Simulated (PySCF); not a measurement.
**How the method changes the constants of HgC**

State: triplet, unpaired electrons π ↑↑. Set-up: Hg x2c-TZVPPall, C x2c-TZVPPall; spin-free X2C with a Gaussian nucleus (PySCF 2.14). De refers to Hg + C in their high-spin ground configurations, without counterpoise correction. The functionals are run spin-unrestricted. A positive dipole means Hg(−)C(+). Levels whose curve was spin-contaminated or gave no clean fit are not listed.

| Level | Re (Å) | ωe (cm⁻¹) | De (eV) | μ (D) | CPU s a point (SCF and correlation, without the integrals) |
| --- | --- | --- | --- | --- | --- |
| ROHF-MP2 | 2.092 | 384 | 0.59 | n/a | 12 |
| ROHF-SCS-MP2 | 2.155 | 318 | 0.378 | n/a | n/a |
| LDA | 2.023 | 505 | 1.60 | -2.38 | 2.9 |
| PBE | 2.089 | 441 | 1.13 | -2.50 | 4.5 |
| r²SCAN | 2.089 | 441 | 1.06 | -2.46 | 6.2 |
| M06-L | 2.117 | 408 | 0.94 | -2.57 | 6 |
| TPSSh | 2.128 | 405 | 0.91 | -2.57 | 9.7 |
| PBE0 | 2.130 | 397 | 0.83 | -2.59 | 10 |
| MN15 | 2.162 | 329 | 0.67 | -2.20 | 10 |

Question: What does a quarter of exact exchange do here, going from PBE to PBE0?

Answer: PBE0 less PBE: +4.1 pm in Re, -10.0 % in ωe, -0.30 eV in De. Exact exchange removes part of the self-interaction that spreads semilocal densities, and in most molecules shortens and stiffens the bond and lowers De; here Re and ωe go the other way.

Question: What does the step from GGA to meta-GGA do here, going from PBE to r²SCAN?

Answer: r²SCAN less PBE: +0.0 pm in Re, +0.0 % in ωe, -0.07 eV in De. 

Question: What does the gradient correction do here, going from LDA to PBE?

Answer: PBE less LDA: +6.6 pm in Re, -12.7 % in ωe, -0.47 eV in De. The gradient correction favours the more uneven density of free atoms, so it tends to lengthen bonds and takes away much of the overbinding of LDA; so it does here.

Correlated steps freeze 24 core orbitals. These are scalar-relativistic numbers at best; spin–orbit coupling would shift them, the dissociation energy most. The state was picked by a PBE0 search and need not be the measured ground state.

The whole job (state search and all levels along the bond) took about 14 min on 2 threads of Arm Neoverse V1 (shared host), peak memory 8.1 GiB.
